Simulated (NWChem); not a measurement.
System: HSeSF; SMILES F[Se]S

```xyz
4

Se    -0.4233     0.4466    -0.0076
F      1.1042     1.3504    -0.0136
S      0.2529    -1.5957    -0.0560
H      0.4098    -1.8067     1.2760
```
Atoms are numbered in this order, from 1.

Program: NWChem. Pople sets run with spherical d functions. Medium grid unless said otherwise, to which SCAN and Minnesota functionals are sensitive. Coordinates come from a PBE0/def2-SVP optimisation. Total energies of different functionals are on different scales.

| level | energy (Ha) | highest occupied level (eV) | orbital gap (eV) | dipole (D) |
|---|---|---|---|---|
| B3LYP/6-31G* | -2899.8953 | -6.70 | 4.93 | 1.98 |
| PBE/6-31G* | -2899.2265 | [?] | 3.10 | [?] |
| MN15-L/6-31G* | -2899.7350 | -6.19 | 4.05 | 1.90 |
| N12/6-31G* | -2901.1285 | -5.48 | 3.09 | 1.99 |
| MN15/6-31G* | -2899.9424 | -7.69 | 6.83 | 2.01 |
| M06/6-31G* | -2899.7398 | -7.00 | 5.56 | 2.13 |
| TPSSh/6-31G* | -2899.7944 | -6.31 | 4.24 | 1.91 |

**Question.** Complete the blanks.

**Answer.** 
- PBE/6-31G*, highest occupied level (eV): -5.59
- PBE/6-31G*, dipole (D): 1.84
